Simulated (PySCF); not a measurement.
# Telling isomers of C$_{9}$H$_{7}$FN$_{2}$ apart by NMR

PySCF calculation with GFN2-xTB structure and σ from GIAO-PBE0/pcSseg-1; non-relativistic, single conformer, one averaged value for each set of equivalent atoms, isolated molecule.

Shifts are taken against calculated references (same method and geometry level): TMS for ¹H (31.72 ppm), ¹³C (186.93 ppm). Splittings of carbon signals by F and P are missing where no couplings were computed. Where no couplings were computed, multiplicities follow the n + 1 count of equivalent neighbours, and m marks all less simple cases (inequivalent or close neighbours, rings, F or P nearby). Shifts are as computed. Against solution values, carbons near 30 ppm lie about +3 ppm off and those near 130 ppm about +5 ppm. Of 1211 compounds with measured shifts, 218 miss one by over three times the rms of a fit or turn the order of signals round; such compounds aren't used in these exercises.

(1) Tabulate the signals of `Fc1cccc(-n2cccn2)c1`, `Fc1ccccc1-n1cccn1` and their relative energies.

(2) What is the quickest way to tell Fc1cccc(-n2cccn2)c1 from Fc1ccccc1-n1cccn1?

Answers

(1) 
| SMILES | carbon types | δC | δH | E rel. (kcal/mol) |
| --- | --- | --- | --- | --- |
| Fc1cccc(-n2cccn2)c1 | 2×C 7×CH | 173.3, 145.7, 145.1, 136.9, 128.8, 120.5, 117.9, 114.5, 106.3 | 8.75 (d, 1H), 8.09 (m, 1H), 7.80 (m, 1H), 7.74 (m, 1H), 7.33 (m, 1H), 7.16 (m, 1H), 6.65 (m, 1H) | 0.0 |
| Fc1ccccc1-n1cccn1 | 2×C 7×CH | 161.0, 144.2, 134.7, 132.3, 131.5, 130.6, 129.3, 123.1, 114.5 | 9.27 (m, 1H), 8.44 (m, 1H), 7.84 (m, 1H), 7.57 (m, 1H), 7.55 (m, 1H), 7.43 (m, 1H), 6.61 (m, 1H) | 2.1 |

Energies are electronic energies at PBE0/pcSseg-1 on these geometries, without zero-point or thermal terms, each for the one conformer computed, which needn't be the lowest.

(2) Both give the same number of carbon signals, with the same numbers of each carbon type, so the positions decide. The first has an aromatic carbon bearing nitrogen (C) at 145.7 ppm, the second an aromatic carbon bearing nitrogen (C) at 132.3 ppm. Their most deshielded carbons lie at 173.3 and 161.0 ppm. In the proton spectra the most deshielded non-exchanging signals are 8.75 (d, 1H) and 9.27 (m, 1H).
